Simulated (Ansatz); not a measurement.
Basis-set extrapolation for `[NH2][Mg][N]([SiH3])[SiH3]` (PBE0-D4/def2-TZVP geometry, frozen core, the Gaussian-basis code of Ansatz). Multiplicity 1, RHF reference. For Mg the program correlates outer-core shells too, which these sets cover unevenly, so the extrapolated numbers aren't a true limit.

|  | def2-TZVPP | def2-QZVPP |
| --- | --- | --- |
| HF | -891.194830 | -891.228944 |
| MP2 correlation | -0.886933 | -0.977660 |
| CCSD(T) correlation | -0.973152 | not run |

Energies in hartree. Use E(X) = E(∞) + A·exp(−7.88·√X) for Hartree–Fock and E(X) = E(∞) + B·X^(−2.97) for correlation, with X = 3 and 4, and add CCSD(T) minus MP2 of the smaller set to the MP2 limit.

Task: What is the CCSD(T) energy at the basis-set limit?

Result: HF limit: -891.228944 + (-0.034114) × 0.13774 = -891.23364. MP2 limit: -0.977660 + (-0.090727) × 0.74074 = -1.04487. Higher-order term: -0.973152 − (-0.886933) = -0.08622. Total: -892.36473 hartree, 516.6 kJ/mol below CCSD(T)/def2-TZVPP.
